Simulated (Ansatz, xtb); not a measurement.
# CAuFOS: which of two structures lies lower

Structure I: a singlet given by its coordinates. Structure II: `O=C(F)[S][Au]`, a singlet. Both are isolated molecules in the gas phase, relaxed with PBE0-D3(BJ)/def2-SVP; the shapes shown needn't be the lowest conformers.

I (Å):

```xyz
5

C     2.0351    2.4836   -1.3089
Au   -0.1396    3.2646    0.8932
F    -1.5204    3.3991    2.2126
O     1.3713    3.0832   -0.5577
S     2.9301    1.7185   -2.3124
```

Close contacts (Å): C1–O4 1.17, C1–S5 1.55, Au2–F3 1.91, Au2–O4 2.10.

II (Å):

```yaml
atoms:
  - { symbol: C, position_ang: [-2.3211, -0.2864, -0.1372] }
  - { symbol: Au, position_ang: [0.5429, -1.7002, -0.4819] }
  - { symbol: F, position_ang: [-1.5371, 0.0792, 0.8840] }
  - { symbol: O, position_ang: [-3.4326, 0.1039, -0.2381] }
  - { symbol: S, position_ang: [-1.5589, -1.3773, -1.2881] }
```

Quicker runs give these differences E(II) − E(I): GFN2-xTB −18.1 kJ/mol; r2SCAN-D4/def2-SVP −55.8 kJ/mol (at GFN2-xTB geometries).

Problem. Estimate E(II) − E(I) at the level CCSD(T)/def2-SVP + ΔMP2/def2-TZVPP.

Solution. Calculated at CCSD(T)/def2-SVP + ΔMP2/def2-TZVPP: E(II) − E(I) = −41.3 kJ/mol, so structure II lies lower.

Level by level:

```
                             level              geometry  E(II) − E(I) (kJ/mol)  departure from the last row (kJ/mol)  job, with rough time for the two
                          GFN2-xTB              GFN2-xTB                   −18.1                                 +23.2               optimisation, 1.3 s
                r2SCAN-D4/def2-SVP              GFN2-xTB                   −55.8                                 −14.5                single point, 13 s
              PBE0-D3(BJ)/def2-SVP  PBE0-D3(BJ)/def2-SVP                   −78.1                                 −36.9             optimisation, 2.8 min
                       HF/def2-SVP  PBE0-D3(BJ)/def2-SVP                   −82.6                                 −41.3           part of the CCSD(T) run
                      MP2/def2-SVP  PBE0-D3(BJ)/def2-SVP                   −33.0                                  +8.3           part of the CCSD(T) run
                  CCSD(T)/def2-SVP  PBE0-D3(BJ)/def2-SVP                   −44.7                                  −3.4                      single point
CCSD(T)/def2-SVP + ΔMP2/def2-TZVPP  PBE0-D3(BJ)/def2-SVP                   −41.3                                                   single point, 2.6 min
```

The levels shown agree on the order. The largest departure from CCSD(T)/def2-SVP + ΔMP2/def2-TZVPP is that of HF/def2-SVP, 41.3 kJ/mol. The last row adds to CCSD(T) the change of the MP2 difference between the two basis sets, here +3.4 kJ/mol.

With harmonic frequencies from PBE0-D3(BJ)/def2-SVP (ideal gas, rigid rotor, one conformer each, 298.15 K, 1 atm): on the last row, ΔE + ΔZPE = −37.6 kJ/mol. A mode under 50 cm⁻¹ makes harmonic enthalpies and free energies unreliable, so none is given.

The T1 diagnostic of structures I and II is large, so the coupled-cluster value is less sure. The correlated steps freeze 8 core orbitals; the last core shell of Au is correlated, in a basis made for valence electrons. Atoms past krypton carry core potentials in the def2 sets and no spin–orbit term is included. Programs: Ansatz 0.2.0, xtb 6.7.1; the last row on 1 thread of AMD EPYC (Zen 3) on a shared host.
